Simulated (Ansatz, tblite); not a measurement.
Isomers of VO4H3 (singlet), found by a short tight-binding search and relaxed with r2SCAN-D4/def2-SVP in Ansatz.

The xTB rows come from tblite.

Run but left out: HF/def2-TZVP, MP2/def2-TZVP, CCSD/def2-TZVP, CCSD(T)/def2-TZVP (A: restricted singlet, unstable towards broken spin symmetry).

A: The restricted singlet is unstable towards broken spin symmetry in Hartree–Fock (as tested in another run); at PBE-D4/def2-TZVP, r2SCAN-D4/def2-TZVP, B97M-V/def2-TZVP, PBE0-D4/def2-TZVP and others this wasn't settled. It holds 2 O–O bonds. B: The restricted singlet is unstable towards broken spin symmetry in Hartree–Fock (as tested in another run); at r2SCAN-D4/def2-TZVP, B97M-V/def2-TZVP, PBE0-D4/def2-TZVP, ωB97M-V/def2-TZVP this wasn't settled. It holds 1 O–O bond. C: The restricted singlet is unstable towards broken spin symmetry in Hartree–Fock (as tested in another run); at PBE-D4/def2-TZVP, r2SCAN-D4/def2-TZVP, B97M-V/def2-TZVP, PBE0-D4/def2-TZVP and others this wasn't settled. It holds 1 O–O bond.

Other spin states weren't relaxed.

A:

Cartesian coordinates in Å:
```
V 0.501 0.453 0.170
O -0.149 -1.159 0.102
O -0.175 2.094 0.138
O 0.017 1.596 1.442
O -1.229 -1.767 -0.538
H 2.098 0.416 -0.069
H 0.475 0.743 -1.401
H -1.537 -2.375 0.159
```

B:

```xyz
8

V     0.273   -0.043   -0.400
O    -1.532    0.256   -0.704
O    -1.159    1.178    0.383
O     1.279    0.840   -1.202
O     0.905   -0.903    0.996
H    -1.578    0.766    1.164
H     1.836   -0.906    1.260
H    -0.024   -1.189   -1.497
```

C:

```xyz
8

V    -0.040   -0.179    0.397
O     0.959   -1.393    0.460
O    -0.437    0.457    2.009
O    -1.392   -0.415   -0.721
O     0.344    1.374    1.250
H     0.704    0.791   -1.233
H    -1.494   -1.200   -1.279
H     1.355    0.565   -0.881
```

Estimate which lies lowest at each level, and how far above it the others are (eV).


| level | A | B | C |
| --- | --- | --- | --- |
| GFN1-xTB | 2.60 | 0.00 | 2.23 |
| GFN2-xTB | 1.79 | 0.00 | 1.53 |
| PBE-D4/def2-TZVP | 4.75 | 0.13 | 0.00 |
| r2SCAN-D4/def2-TZVP | 4.97 | 0.07 | 0.00 |
| B97M-V/def2-TZVP | 4.84 | 0.00 | 0.10 |
| PBE0-D4/def2-TZVP | 4.92 | 0.00 | 0.14 |
| ωB97M-V/def2-TZVP | 5.04 | 0.00 | 0.29 |
Point groups (tolerance 0.1 Å): A not assigned, B not assigned, C not assigned. Lower isomers may exist.
